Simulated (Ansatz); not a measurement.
The same path of ClHOZn + FH (6 atoms, charge 0, multiplicity 1) was run twice with different band settings.

Computed with Ansatz, RKS PBE0-D4/def2-SVP.

Relaxed end points:

```xyz
6
Properties=species:S:1:pos:R:3
Zn 0.131 -0.105 0.152
Cl 0.232 0.248 2.286
O 0.550 -0.273 -1.563
H -0.194 -0.545 -2.111
F -2.014 -0.520 0.717
H -1.711 -0.314 1.591
```

```xyz
6
Properties=species:S:1:pos:R:3
Zn -0.137 -0.189 0.050
Cl 0.331 0.246 2.127
O -0.113 -0.455 -1.704
H 0.753 -0.314 -2.099
F -2.127 -0.515 0.939
H -1.713 -0.282 1.760
```

Common settings: climbing image yes; spring 5.0 eV/Å²; optimiser quadratic models (default); start path through a guess of the saddle point; force threshold 0.03 eV/Å; iteration limit 60; end points relaxed.

| run | movable images |
| --- | --- |
| 1 | 9 |
| 2 | 3 |

What does each run give, and how far can it be trusted?

Run 1: converged after 13 iterations, highest image 0.042 eV above the first end. A vibrational analysis at the climbing image gives one clearly imaginary mode, 189i cm⁻¹: a first-order saddle point.
Run 2: converged after 12 iterations, highest image 0.042 eV above the first end. Another band between the same ends (9 images) ends at a top of the same energy, where a vibrational analysis finds 1 clearly imaginary mode. So few images can step over the top or miss a turn of the path.
